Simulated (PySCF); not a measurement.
BeH3NSe, SMILES [Be]([SeH])[NH2]. Geometry: PBE0-D3(BJ)/def2-TZVP. Other conformers were not sampled.

Question: Give the equilibrium geometry at PBE0-D3(BJ)/def2-TZVP (PySCF confirms it by a frequency run) as bond lengths and angles, and its point group. (Estimate from the structure and the level; the computed values follow.)

Answer: This is not unique; one that fits is point group Cs.
Atoms: Be1 N2 H3 H4 Se5 H6. Bond lengths (Å): Be1–N2 1.496, Be1–Se5 2.043, N2–H3 1.007, N2–H4 1.007, Se5–H6 1.470. Angles (°): N2–Be1–Se5 178.5, Be1–N2–H3 125.0, Be1–N2–H4 125.0, H3–N2–H4 110.0, Be1–Se5–H6 91.1.
Charge 0, spin multiplicity 1.
